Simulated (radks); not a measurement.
Species: Ga+. Configuration: [Ne] 3s2 3p5 3d10 4s2 4d1 (not the ground configuration). Calculated with a radial shooting solver on a logarithmic mesh with Libxc functionals: Dirac Kohn-Sham, AM05, spin-unpolarised, spherical densities, finite nucleus; open shells are shared between the two j in proportion to 2j + 1; Fermi nuclear charge, rms radius 3.9973 fm.

Normalised radial functions P(r) = r R(r) (large component), r in bohr:

```
   r/bohr * 3d5/2 (the largest magnitude, 1.09, reaches the edge; | marks zero)
 0.005219 *
 0.008103 *
  0.01248 *
  0.01938 *
  0.03009 *
  0.04635 |*
  0.07197 |   *
   0.1117 |        *
   0.1735 |                    *
   0.2673 |                                      *
    0.415 |                                                     *
   0.6444 |                                                      *
   0.9925 |                                      *
    1.541 |                  *
    2.393 |    *
    3.715 |*
    5.723 *
    8.886 *
     13.8 *
```

3d5/2: eigenvalue -41.555 eV, 0 radial nodes, <r> = 0.760 bohr, 90 % of the charge inside 1.28 bohr.
